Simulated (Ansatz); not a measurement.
Reaction (atomization): `[SH][Al]1[NH][SiH2][SiH2]1` → Al• + 6 H• + N• + S• + 2 Si•

Gas-phase electronic energies from Ansatz, PBE0-D4/def2-TZVP geometries. CBS: MP2 limit from def2 TZ/QZ plus the TZ coupled-cluster correction, frozen cores. This one scheme is used for every species, atoms too. Functionals use def2-TZVPP. B3LYP here is the variant with VWN-RPA as its local correlation; programs differ in this. Open shells (•) are unrestricted, without spin–orbit coupling. Spin–orbit coupling would lower the free atoms: a little for Al, S, Si. Each species was taken in one conformer, which may not be the lowest.

```tsv
level	ΔE (eV)	difference from CCSD(T)/CBS
r2SCAN-D4	35.95	0.05
PBE0-D4	35.62	-0.28
B3LYP-D4	35.67	-0.23
ωB97X-V	36.25	0.35
ωB97M-V	35.95	0.05
PBE	35.65	-0.25
r2SCAN	35.87	-0.03
B3LYP	35.14	-0.76
HF/def2-TZVPP	25.65	-10.25
MP2/def2-TZVPP	34.95	-0.95
SCS-MP2/def2-TZVPP	35.07	-0.83
CCSD(T)/def2-TZVPP	34.73	-1.17
HF/def2-QZVPP	25.72	-10.18
MP2/def2-QZVPP	35.64	-0.26
HF/CBS(def2)	25.73	-10.17
CCSD/CBS(def2)	35.33	-0.57
CCSD(T)/CBS	35.90	0
```

Largest T1 diagnostic among the species: 0.018.

From PBE to PBE0 (25 % exact exchange), in def2-TZVPP and without D4, ΔE moves by −0.31 eV: exact exchange takes away binding that semilocal exchange gives to molecules. In def2-TZVPP, CCSD(T) changes the Hartree–Fock value by +9.08 eV (the triples alone add +0.57 eV) and MP2 by +9.30 eV; breaking electron pairs costs correlation energy, which Hartree–Fock lacks. The D4 term adds +0.53 eV with B3LYP and +0.28 eV with PBE0; it sums over pairs of atoms, weighted by their polarisabilities, and B3LYP, whose exchange is more repulsive, gets the larger term.

For atomizations the MP2-based limit and the directly extrapolated one differ by several kJ/mol either way, and by 10 to 25 for some Ge, Se and Sn compounds, so smaller differences from it don't rank the levels.
